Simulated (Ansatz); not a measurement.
A structure relaxed at PBE0-D4/def2-TZVP, charge 0, multiplicity 1:

```xyz
10

Si   -0.221    0.965    1.542
Sb    1.362   -0.792    0.539
Si   -0.207   -1.064   -1.478
H    -0.679    1.958    0.535
H     0.465    1.679    2.651
H    -1.407    0.258    2.094
H     2.255    0.420   -0.271
H    -0.657    0.242   -2.027
H     0.486   -1.828   -2.549
H    -1.398   -1.837   -1.037
```

**Question.** Give its formula and SMILES.

**Answer.** H7SbSi2, `[SiH3][SbH][SiH3]`.

**Question.** Point group (tolerance 0.08 Å, 0.16 Å for H)?

**Answer.** Cs.

**Question.** Summarise the bond lengths by kind.

**Answer.** 2 × Sb–Si 2.570 Å; 6 × H–Si 1.486 to 1.487 Å; 1 × H–Sb 1.710 Å.

Results of the Gaussian-basis code of Ansatz.
